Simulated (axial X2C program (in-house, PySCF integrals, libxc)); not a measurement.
## Which molecule has these constants?

All values come from calculations with an in-house relativistic program for diatomic molecules, spin-free (one-electron X2C) or two-component (2c: spin–orbit coupling with atomic mean-field Coulomb and Gaunt terms, which also bring small scalar terms), in Dyall basis sets with cores contracted in-house; open shells are unrestricted.

A two-component PBE0 calculation in a Dyall 3-zeta basis gave Re = 2.606 Å, ωe = 267.8 cm⁻¹, De = 3.80 eV, Ω = 0.

Question: Which molecule is it?
A. SrF⁺
B. SrBr⁺
C. SrI⁺
D. SrCl⁺

Answer: B. The others have SrCl⁺ 2.455 Å and 370.8 cm⁻¹ (Ω = 0); SrF⁺ 1.986 Å and 593.1 cm⁻¹ (Ω = 0); SrI⁺ 2.831 Å and 216.6 cm⁻¹ (Ω = 0).

Each entry is the lowest single determinant of a limited PBE0 search at one distance. De goes to single-determinant-based atoms at the same level (for ions the charge split of lowest energy) and is withheld (n/a) where an atom does not fit its ground term or J level. Main or longest-lived isotopes. Some light 2c atoms are not at their ground J level, so De misses part of their lowering (0.04 eV or less). The functionals have no current term, which raises determinants with orbital currents.
